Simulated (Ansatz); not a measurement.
AlF₂GeH₃, SMILES [F][Al]([F])[GeH3].

Geometry optimised at PBE0-D3(BJ)/def2-SVP.

Two levels are set side by side: PBE/def2-SVPD (Ansatz, an electronic-structure program) and PBE0/def2-SVPD (Ansatz). Energy differences of separate SCF runs at the same geometry; the states with an electron removed or added have multiplicity 2 and 2. Differences are taken from unrounded values.

```json
[
 {"quantity": "vertical ionisation energy (eV)", "PBE0": "10.96", "PBE": "10.70", "PBE minus PBE0": "-0.26"},
 {"quantity": "vertical singlet–triplet gap (eV)", "PBE0": "5.06", "PBE": "4.91", "PBE minus PBE0": "-0.15"}
]
```
